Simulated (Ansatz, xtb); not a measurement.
# C6H7B: which of two isomers lies lower

Structure I is `B/C(C#C)=C/C=C`, a singlet and structure II is `B/C=C/C=C/C#C`, a singlet. Both are isolated molecules in the gas phase, relaxed with PBE0-D3(BJ)/def2-SVP; the shapes shown needn't be the lowest conformers.

I (Å):

```xyz
14

C    -0.7876    0.2735    0.3973
C    -0.7588    0.4310   -1.0215
C    -0.7694    0.5539   -2.2304
C     0.3213    0.5417    1.1607
C     1.5981    0.9948    0.6669
C     2.6454    1.2398    1.4733
B    -2.0744   -0.2042    1.1051
H    -3.0784   -0.4527    0.4840
H    -2.0571   -0.3260    2.3089
H    -0.7851    0.6606   -3.2990
H     0.2302    0.3996    2.2431
H     1.6893    1.1368   -0.4153
H     3.6044    1.5827    1.0777
H     2.5715    1.1032    2.5568
```

II (Å):

```xyz
14

C    -1.5402   -0.4003    0.8877
C    -0.6667    0.4745    0.3186
C     0.7383    0.5598    0.6236
C     1.5629    1.4533    0.0246
C     2.9466    1.5713    0.2939
C     4.1367    1.6923    0.5077
B    -3.0231   -0.4149    0.4969
H    -3.8058   -1.1889    0.9984
H    -3.4189    0.3710   -0.3368
H    -1.1339   -1.0920    1.6371
H    -1.0459    1.1780   -0.4343
H     1.1451   -0.1297    1.3708
H     1.1477    2.1408   -0.7230
H     5.1888    1.7943    0.7013
```

Energies in hartree; the thermal terms are from GFN2-xTB frequencies at re-optimised GFN2-xTB minima (ideal gas, soft modes damped towards free rotors, one conformer each, 298.15 K, 1 atm) and include the zero-point energy:

|  | I | II |
| --- | --- | --- |
| E, CCSD(T)/def2-SVP | −256.617028 | −256.617404 |
| E, MP2/def2-SVP | −256.519431 | −256.519865 |
| E, MP2/def2-TZVPP | −256.980575 | −256.980121 |
| zero-point energy | 0.102512 | 0.102460 |
| H(298 K) − E | 0.111935 | 0.111980 |
| G(298 K) − E | 0.070158 | 0.070016 |

Task: Correct the CCSD(T) difference for the basis set by the MP2 change, then work out ΔE, ΔE₀, ΔH and ΔG for I → II in kJ/mol (1 Eh = 2625.50 kJ/mol) and the equilibrium ratio [II]/[I].

Result: 1. Differences II − I: CCSD(T) −0.000376, MP2 in the small set −0.000434, MP2 in the large set +0.000454 Eh.
2. ΔE = −0.000376 + (+0.000454 − (−0.000434)) = +0.000512 Eh = +1.34 kJ/mol.
3. ΔE₀ = ΔE + ΔZPE = +0.000512 + (−0.000052) Eh = +1.21 kJ/mol.
4. ΔH = ΔE + (+0.000045) Eh = +1.46 kJ/mol.
5. ΔG = ΔE + (−0.000142) Eh = +0.97 kJ/mol, so ΔS = (ΔH − ΔG)/T = +1.6 J/(mol K).
6. kT = 0.9442 mEh, so K = [II]/[I] = exp(−ΔG/kT) = exp(−0.39) ≈ 0.68.

The two are too close for this level to say which is favoured. An error of 4 kJ/mol in ΔG would change K by a factor of 5. Mirror images and further conformers aren't counted.

As drawn, both hold the same kinds of bond in the same numbers.

Other levels gave ΔE = −5.5 (GFN2-xTB); −1.7 (HF/STO-3G, GFN2-xTB geometries); −6.5 (r2SCAN-D4/def2-SVP, GFN2-xTB geometries); −3.5 (PBE0-D3(BJ)/def2-SVP); −2.0 (HF/def2-SVP); −1.1 (MP2/def2-SVP); −1.0 (CCSD(T)/def2-SVP) kJ/mol. The correlated steps freeze 7 core orbitals. Programs: Ansatz 0.2.0, xtb 6.7.1.
